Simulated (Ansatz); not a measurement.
`FCOC[SiH3]`, charge 0, multiplicity 1.

(1) Give a relaxed structure at PBE0-D4/def2-TZVP (Ansatz). (Estimate.)

Results:

(1) Computed: 
Z-matrix (Å, degrees):
```
C
O 1 1.359
F 1 1.388 2 111.1
H 1 1.099 2 112.5 3 -118.7
H 1 1.091 2 107.8 3 117.4
C 2 1.426 1 115.0 3 73.2
Si 6 1.904 2 116.4 1 -69.8
H 6 1.093 2 105.4 1 170.8
H 6 1.100 2 109.8 1 56.3
H 7 1.490 6 105.7 2 -162.5
H 7 1.483 6 112.5 2 79.4
H 7 1.483 6 110.3 2 -44.5
```
This is one stationary point; other conformers may exist.
